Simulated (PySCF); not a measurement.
CH₆OSiTe, SMILES C[Te]O[SiH3].

Geometry: PBE-D3(BJ)/def2-SVP. This is a generated structure with no PubChem entry under its InChIKey; it may be hypothetical. The def2 effective core potentials stand for the cores of Te; spin–orbit coupling is left out. One conformer was computed; it need not be the lowest.

Two levels are set side by side: TDA-PBE/def2-SVPD (PySCF) and TDA-CAM-B3LYP/def2-SVPD (PySCF). Vertical, same geometry. The lowest singlet is HOMO→LUMO 99 % with PBE and HOMO→LUMO 97 % with the other functional; states are paired by order. Differences are taken from unrounded values.

```
quantity                               TDA-CAM-B3LYP  TDA-PBE  TDA-PBE minus TDA-CAM-B3LYP
-------------------------------------  -------------  -------  ---------------------------
lowest singlet excitation (eV)                  2.72     2.56                        -0.16
lowest triplet excitation (TDA) (eV)            1.95     1.83                        -0.12
first bright state (f over 0.05) (eV)           5.54     5.86                         0.32
its oscillator strength                         0.10     0.06                        -0.03
```

A lower first singlet is the usual sign of a functional without exact exchange. Differences between two approximate levels are no errors against the true value.

Rough cost on one machine, each run with all the roots and properties that it gave: TDA-CAM-B3LYP against TDA-PBE about 3 times.
